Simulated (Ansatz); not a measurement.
`N#[C][SnH]([C]#N)[C]#N` + H₂ → `N#[C][SnH2][C]#N` + `C#N` at 500 K and 1 bar (hydrogenolysis of the Sn–C bond).

Computed with Ansatz on PBE0-D4/def2-TZVP structures; ΔE is electronic, products minus reactants. CBS: MP2 limit from def2 TZ/QZ plus the TZ coupled-cluster correction, frozen cores. This one scheme is used for every species. Elements past krypton have def2 core potentials. For Sn outer-core shells are correlated without core-valence functions, which leaves a few kJ/mol of doubt a bond.

| species | CCSD(T)/CBS energy (Eh) | H − E (kJ/mol) | S (J/(mol·K)) |
| --- | --- | --- | --- |
| `N#[C][SnH]([C]#N)[C]#N` | -492.82581 | 134.0 | 463.0 |
| H₂ | -1.17544 | 41.0 | 145.5 |
| `N#[C][SnH2][C]#N` | -400.68648 | 120.3 | 402.1 |
| `C#N` | -93.32098 | 60.1 | 220.8 |

H − E and S are ideal-gas, rigid-rotor, harmonic terms from PBE0-D4/def2-TZVP. The MP2-based limit puts H₂ 0.8 mEh under its directly extrapolated value; such offsets cancel only in part. 1 Eh = 2625.50 kJ/mol, R = 8.31446 J/(mol·K).

Q: By hand: ΔE, ΔH, ΔS and ΔG.

A: ΔE = (-400.68648) + (-93.32098) − (-492.82581) − (-1.17544) = -0.00621 Eh = -16.3 kJ/mol. Δ(H − E) = 120.3 + 60.1 − 134.0 − 41.0 = 5.4, so ΔH = -10.9 kJ/mol. ΔS = 402.1 + 220.8 − 463.0 − 145.5 = 14.4 J/(mol·K). ΔG = -10.9 − 500 × (14.4)/1000 = -18.1 kJ/mol.

Q: By hand: the equilibrium constant, and the temperature at which ΔG would vanish if ΔH and ΔS stayed fixed.

A: log₁₀ K = −ΔG/(RT ln 10) = 1.9. ΔH and −TΔS have one sign here, so there is no such temperature.

TΔS isn't small against ΔH here. A doubt of 5 kJ/mol in ΔE shifts log₁₀ K by 0.5 here. These are equilibria of isolated gas molecules and say nothing of rates. Largest T1 diagnostic: 0.015 (customary marks: 0.02 for closed shells, 0.045 for open ones).
